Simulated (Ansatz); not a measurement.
Geometry optimisation, UKS BHLYP-D4/def2-SVP in Ansatz 0.2.0.

Input:

```yaml
crystal:
  periodic: [false, false, false]
  atoms:
    - { symbol: B, position_ang: [0.0, 0.0, 0.0] }
    - { symbol: H, position_ang: [0.0, 0.0, 1.44] }
    - { symbol: F, position_ang: [1.1431, 0.0, -0.66] }
    - { symbol: C, position_ang: [-1.3856, 0.0, -0.8] }
    - { symbol: H, position_ang: [-1.9458, -0.9305, -0.5708] }
    - { symbol: H, position_ang: [-1.9898, 0.8797, -0.4946] }
    - { symbol: H, position_ang: [-1.1839, 0.0508, -1.8903] }
    - { symbol: Si, position_ang: [0.0, 0.0, 3.2] }
    - { symbol: H, position_ang: [-0.7436, -1.1581, 3.6874] }
    - { symbol: H, position_ang: [1.3747, -0.0649, 3.6874] }
    - { symbol: H, position_ang: [-0.6311, 1.223, 3.6874] }
magnetization:
  spin_polarized: true
  initial_magnetization: 1
basis:
  gaussian: { orbitals: def2-SVP }
hamiltonian:
  xc: { name: BHLYP }
  dispersion: d4
relax:
  f_tol: 0.15
  max_steps: 25
  restrain:
    - { distance: [1, 7], at: 2.66, k: 30.0 }
    - { distance: [0, 1], at: 1.19, k: 30.0 }
output:
  orbitals: {}
```

Run as:

```bash
$ ansatz run input.yaml --threads 4 --pin off --max-ram 5120MiB --backend cpu --events-out ev --progress --plain --runs-dir out
```

Problem. Where does it end, and by what steps?

Solution. The run converged. The restraints hold the end off the free minimum; the threshold counts their pulls, which the force column leaves out. Restrained pairs: H2–Si8 (1.76 → 2.67 Å), B1–H2 (1.44 → 1.20 Å). After 6 steps the energy has fallen by 0.813 eV (the restraints' own energy left out); H2 moved furthest, 0.52 Å.

```tsv
step	energy less start (eV)	largest force component (eV/Å)	accepted
0	0.0000	1.601	yes
1	-0.3864	1.070	yes
2	-0.4111	2.124	yes
3	-0.6823	0.587	yes
4	-0.7974	0.808	yes
5	-0.8111	0.242	yes
6	-0.8133	0.260	yes
```

```xyz
11
Properties=species:S:1:pos:R:3
B 0.010 0.004 -0.254
H 0.134 0.000 0.939
F 1.123 0.002 -0.959
C -1.380 0.004 -0.953
H -1.936 -0.892 -0.649
H -1.974 0.854 -0.596
H -1.326 0.036 -2.043
Si -0.006 -0.002 3.603
H -0.762 -1.188 4.074
H 1.406 -0.068 4.049
H -0.649 1.250 4.075
```

Time of the run: 15 s on 4 threads of Intel(R) Xeon(R) Platinum 8259CL CPU @ 2.50GHz (Skylake/Cascade Lake), on a shared host, peak memory 0.27 GiB.
